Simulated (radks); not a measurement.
Valence configurations of Ir (all share [Xe]). Method: Dirac Kohn-Sham, PBE, spin-unpolarised, spherical densities, point nucleus; open shells are shared between the two j in proportion to 2j + 1; computed with a radial shooting solver on a logarithmic mesh with Libxc functionals. Energies are relative to 4f14 5d7 6s2; eigenvalues in eV.

| valence | E (eV) | e(4f5/2) | e(4f7/2) | e(5d3/2) | e(5d5/2) | e(6p1/2) |
|---|---|---|---|---|---|---|
| 4f14 5d8 6s1 | -0.345 | -61.121 | -58.003 | -6.136 | -4.992 | - |
| 4f14 5d7.5 6s1.5 | -0.290 | -62.395 | -59.277 | -6.992 | -5.809 | - |
| 4f14 5d7 6s2 | 0.000 | -63.758 | -60.639 | -7.903 | -6.678 | - |
| 4f14 5d7 6s1 6p1 | 5.262 | -65.616 | -62.497 | -9.670 | -8.420 | -2.623 |
| 4f14 5d6 6s2 6p1 | 7.100 | -68.567 | -65.447 | -11.584 | -10.252 | -3.013 |
| 4f14 5d7 6p2 | 10.886 | -67.232 | -64.113 | -11.171 | -9.897 | -3.401 |
| 4f13 5d8 6s2 | 59.504 | -74.318 | -71.089 | -9.025 | -7.660 | - |
| 4f13 5d7.5 6s1.5 6p1 | 66.178 | -77.788 | -74.558 | -11.906 | -10.475 | -2.814 |
| 4f13 5d7 6s2 6p1 | 67.798 | -79.391 | -76.160 | -12.963 | -11.490 | -3.023 |
| 4f12 5d8 6s1 6p2 | 144.52 | -92.305 | -88.963 | -15.935 | -14.301 | -3.831 |

NIST lists [Xe] 4f14 5d7 6s2 as the ground configuration; this level of theory puts 4f14 5d8 6s1 lower, by 0.345 eV. The energies are those of spherical spin-averaged densities, not of single terms.
